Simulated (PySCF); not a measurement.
## Calculated data, BGe2H8N, CH6GeN, C2H6BGe, CH7BGeN and others

Computed with PySCF 2.14.0. Calculation on a computer-drawn molecule: optimised geometry and harmonic frequencies of an isolated molecule of the commonest isotopes, restricted reference for singlets and unrestricted otherwise, frozen core in MP2; on germanium a core potential holds 10 electrons, which the energies leave out, and 3d is frozen in MP2 and coupled-cluster steps.

Common to all runs: basis and core potential on germanium cc-pVDZ-PP ECP10MDF.

(1) BGe2H8N

Start structure:
```xyz
12
BGe2H8N
N     -0.5249    -1.3341     0.1665
Ge    -0.2206    -0.2595     1.6695
B      1.0167     1.2631     1.2202
Ge     1.7473     1.5511    -0.6643
H     -0.7421    -0.8264    -0.7172
H     -1.1522    -2.1404     0.2931
H     -1.4926     0.1612     2.2515
H      0.3147    -1.2611     2.6554
H      1.4734     1.9406     2.0567
H      3.2511     1.7276    -0.8044
H      1.3265     0.6775    -1.7599
H      1.3365     2.9708    -1.1541
```

It was run with charge 0, multiplicity 1, method HF and basis cc-pVDZ.

It finds rotational constants 6.545, 0.8693, 0.7841 GHz; total energy -670.5118 hartree; convergence status largest gradient component 1.286e-05 hartree/bohr.

Drawn bonds:
```tsv
atom	other atom	order
1	2	1
2	3	1
3	4	1
1	5	1
1	6	1
2	7	1
2	8	1
3	9	1
4	10	1
4	11	1
4	12	1
```

Optimised structure:
```xyz
12
BGe2H8N
N     -0.3090    -1.4619     0.1821
Ge    -0.2450    -0.3095     1.6298
B      0.9787     1.3167     1.1838
Ge     1.7004     1.7322    -0.7328
H     -0.7142    -1.0581    -0.6458
H     -0.7955    -2.3234     0.3652
H     -1.6402     0.2058     2.0524
H      0.3147    -1.1361     2.7960
H      1.3096     2.0344     2.0866
H      3.0160     0.9621    -0.9251
H      0.7293     1.2830    -1.8344
H      1.9890     3.2253    -0.9449
```

Modes:
```tsv
frequency (cm⁻¹)	reduced mass (dalton)
49.1	1.984
68.49	1.921
95.84	1.784
186.3	2.371
215	1.409
394	1.355
423.6	1.114
440.1	1.439
599.9	1.485
626.1	1.292
675	2.688
687.8	3.11
740.6	1.354
774.6	1.337
829	1.138
901.4	1.07
949.3	1.038
954.4	1.033
977.9	1.024
990.9	1.143
1019	1.324
1704	1.094
2147	1.021
2194	1.023
2195	1.023
2207	1.018
2215	1.013
2714	1.092
3727	1.051
3814	1.093
```

(2) CH6GeN

Start structure:
```xyz
9
CH6GeN
N      1.3080    -1.4357     2.5344
C      1.3872    -0.1149     2.1007
Ge     0.2330     0.4745     0.7381
H      1.0601    -2.1333     1.8445
H      2.0449    -1.7946     3.1411
H      1.8063     0.5327     2.7862
H      0.5943     1.8601     0.3044
H      0.3301    -0.4573    -0.4529
H     -1.2802     0.5102     1.0178
```

Here we set charge 0, multiplicity 2, method HF and basis cc-pVDZ.

It finds rotational constants 31.46, 3.536, 3.325 GHz; total energy -389.1340 hartree; spin squared 0.7632; convergence status largest gradient component 1.74e-05 hartree/bohr.

Drawn bonds:
```tsv
atom	other atom	order
1	2	1
2	3	1
1	4	1
1	5	1
2	6	1
3	7	1
3	8	1
3	9	1
```

Optimised structure:
```xyz
9
CH6GeN
N      1.3049    -1.4927     2.5187
C      1.3351    -0.1485     2.1258
Ge     0.1935     0.4837     0.6961
H      1.2711    -2.1433     1.7556
H      2.0445    -1.7506     3.1460
H      1.6609     0.5369     2.9022
H      0.7157     1.8349     0.1975
H      0.2301    -0.5349    -0.4540
H     -1.2722     0.6561     1.1264
```

Modes:
```tsv
frequency (cm⁻¹)	reduced mass (dalton)
111.5	1.243
238.9	2.807
284.9	1.211
527.1	1.154
564.4	1.89
633.7	1.241
702.7	1.631
787.8	1.308
929.8	1.037
958.2	1.024
971.9	1.02
1173	1.106
1309	3.215
1485	1.478
1782	1.12
2183	1.023
2203	1.021
2230	1.014
3302	1.087
3740	1.05
3836	1.097
```

(3) C2H6BGe

Start structure:
```xyz
10
C2H6BGe
B      2.0690     0.7065     3.3981
C      0.8349     0.6840     2.8276
Ge     0.1606    -0.3266     1.3680
C      1.1934    -1.6786     0.2970
H      3.1636     0.6521     3.8307
H      0.1033     1.4041     3.1678
H     -1.2863    -0.0333     0.9567
H      2.1514    -1.7655     0.7309
H      0.6213    -2.6664     0.4118
H      1.2085    -1.4579    -0.7085
```

Here we set charge 1, multiplicity 1, method HF and basis cc-pVDZ.

Results for C2H6BGe: rotational constants 9.456, 3.603, 2.652 GHz; total energy -397.0014 hartree; convergence status largest gradient component 1.857e-05 hartree/bohr.

Drawn bonds:
```tsv
atom	other atom	order
1	2	1
2	3	2
3	4	1
1	5	1
2	6	1
3	7	1
4	8	1
4	9	1
4	10	1
```

Optimised structure:
```xyz
10
C2H6BGe
B      2.0639     0.5930     3.2660
C      0.7578     0.7098     2.7598
Ge     0.1510    -0.3068     1.3577
C      1.1908    -1.6302     0.4241
H      3.1615     0.4662     3.6600
H      0.0625     1.4220     3.1978
H     -1.2783    -0.0752     0.9147
H      2.2034    -1.7032     0.8165
H      0.6864    -2.5944     0.5176
H      1.2208    -1.3629    -0.6343
```

Modes:
```tsv
frequency (cm⁻¹)	reduced mass (dalton)
84.67	1.04
132.3	2.83
161.1	2.76
255.3	3.241
467.7	1.066
623.3	4.025
674.4	1.224
701.4	2.795
722.2	1.163
811.8	1.299
852	1.229
885.1	1.536
950.2	1.209
1087	1.254
1394	1.194
1496	5.286
1536	1.051
1539	1.074
2328	1.021
2972	1.127
3188	1.033
3281	1.102
3315	1.1
3315	1.094
```

(4) CH7BGeN

Start structure:
```xyz
11
CH7BGeN
B     -2.1957    -2.0019     2.6290
N     -1.3628    -1.1941     1.8848
C     -1.3099     0.1656     1.8131
Ge    -0.0025     1.0951     0.8866
H     -2.0825    -3.2262     2.5606
H     -3.0466    -1.4971     3.2609
H     -0.6022    -1.6736     1.3992
H     -2.0718     0.7075     2.3901
H     -0.4451     2.4847     0.5307
H      1.3163     1.3176     1.6345
H      0.4014     0.3565    -0.3365
```

Here we set charge 0, multiplicity 2, method HF and basis cc-pVDZ.

Results for CH7BGeN: rotational constants 28.11, 1.699, 1.637 GHz; total energy -414.4375 hartree; spin squared 0.7673; convergence status largest gradient component 1.357e-05 hartree/bohr.

Drawn bonds:
```tsv
atom	other atom	order
1	2	1
2	3	1
3	4	1
1	5	1
1	6	1
2	7	1
3	8	1
4	9	1
4	10	1
4	11	1
```

Optimised structure:
```xyz
11
CH7BGeN
B     -2.2124    -2.0216     2.6410
N     -1.3648    -1.2292     1.8579
C     -1.3184     0.1668     1.8100
Ge     0.0654     1.1473     0.8732
H     -2.1304    -3.2153     2.5482
H     -2.9948    -1.4939     3.3820
H     -0.7269    -1.6931     1.2421
H     -2.0274     0.6592     2.4647
H     -0.5031     2.4843     0.3950
H      1.2841     1.4192     1.7668
H      0.5273     0.3104    -0.3278
```

Modes:
```tsv
frequency (cm⁻¹)	reduced mass (dalton)
64.26	1.276
86.18	2.487
199.5	2.838
350.6	3.582
448.5	1.789
480.7	1.048
579.4	1.363
620.8	1.175
752.4	2.078
847.8	1.077
927	1.043
955.1	1.025
971.9	1.021
987.2	1.523
1072	1.359
1164	2.07
1311	1.686
1368	1.319
1404	1.809
1653	1.768
2194	1.023
2214	1.02
2240	1.015
2673	1.055
2745	1.132
3331	1.087
3823	1.076
```

(5) AlClGeH3O

Start structure:
```xyz
7
AlClGeH3O
Cl     1.5727    -3.1393    -1.5713
Al    -0.0448    -2.5967    -0.5094
O     -0.6908    -1.0500    -0.6083
Ge    -1.3704     0.5788    -0.6006
H     -0.8563    -3.4499     0.4097
H     -1.3999     0.9502     0.8926
H     -2.9308     0.2681    -1.0282
```

Here we set charge 0, multiplicity 2, method HF and basis cc-pV(D+d)Z.

It finds rotational constants 8.599, 0.8744, 0.8019 GHz; total energy -1071.5337 hartree; spin squared 0.7541; convergence status largest gradient component 3.109e-05 hartree/bohr.

Drawn bonds:
```tsv
atom	other atom	order
1	2	1
2	3	1
3	4	1
2	5	1
4	6	1
4	7	1
```

Optimised structure:
```xyz
7
AlClGeH3O
Cl     1.5359    -2.8668    -1.6561
Al    -0.1595    -2.6677    -0.4085
O     -0.9407    -1.2008    -0.3342
Ge    -1.3873     0.4936    -0.6020
H     -0.6309    -3.9077     0.4100
H     -1.3273     1.2045     0.7610
H     -2.8107     0.5060    -1.1858
```

Modes:
```tsv
frequency (cm⁻¹)	reduced mass (dalton)
24.75	1.06
41.84	18.1
103.7	4.191
245.6	11.94
423.5	14.33
514.3	1.312
549.6	6.795
699.6	1.106
721.7	1.179
782.6	1.114
914.2	1.047
1082	10.53
2073	1.043
2161	1.015
2184	1.027
```

(6) AlGeH3N2

Start structure:
```xyz
7
AlGeH3N2
N      0.4142    -2.5169    -1.4560
Al    -0.0997    -1.2536    -0.3679
N     -0.5750    -0.0720     0.6527
Ge    -0.8779     1.1950     1.8826
H      1.3238    -2.9392    -1.4581
H     -0.1557    -2.9300    -2.1702
H     -2.4081     1.5520     1.5111
```

Settings of this run: charge 0, multiplicity 1, method MP2 and basis cc-pV(D+d)Z.

The calculation gives: rotational constants 59.62, 1.056, 1.038 GHz; total energy -646.4094 hartree; convergence status largest gradient component 3.739e-05 hartree/bohr.

Drawn bonds:
```tsv
atom	other atom	order
1	2	1
2	3	2
3	4	1
1	5	1
1	6	1
4	7	1
```

Optimised structure:
```xyz
7
AlGeH3N2
N      0.4738    -2.5331    -1.4437
Al     0.0131    -1.2572    -0.3159
N     -0.9588    -0.0752     0.4466
Ge    -0.8244     1.1287     1.8519
H      1.3834    -2.9854    -1.4692
H     -0.1353    -2.9247    -2.1578
H     -2.3302     1.6823     1.6823
```

Modes:
```tsv
frequency (cm⁻¹)	reduced mass (dalton)
44.77	2.187
84.76	5.435
156.1	7.546
166.1	2.028
218.9	1.113
262.9	1.402
426.3	11.14
633.6	1.223
755.2	1.087
809.9	6.891
1092	14.27
1533	1.105
1856	1.022
3614	1.051
3716	1.094
```
